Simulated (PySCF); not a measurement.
# Polarisability and C₆ of C²⁺ (carbon, charge +2)

[He] 2s2, closed-shell 1S. All numbers are calculated (PySCF 2.14, no relativity, point nucleus, in aug-cc-pVDZ (4s3p2d, 23 functions)). Coupled (time-dependent) response in atomic units; α is the mean over directions. A double-zeta set is small for polarisabilities.

```csv
method,mean α (bohr³),C₆ (like pair),S(−4)
UHF,4.551,7.168,23.18
PBE,4.269,6.547,20.24
PBE0,4.322,6.662,20.77
wB97M-V,4.329,6.605,21.28
revPBE,4.274,6.586,20.09
```

S(−4) is the Cauchy moment in α(ω) = α(0) + S(−4) ω² + …

α(iu) at revPBE:

```csv
u (hartree),α(iu) (bohr³)
0,4.274
0.0500,4.225
0.100,4.083
0.200,3.604
0.300,3.025
0.500,2.029
0.750,1.270
1.00,0.8542
1.50,0.4569
2.00,0.2824
3.00,0.1381
5.00,0.05460
```

For an ion, C₆ is the dispersion term alone; charge-induced terms of lower order in 1/R come first.
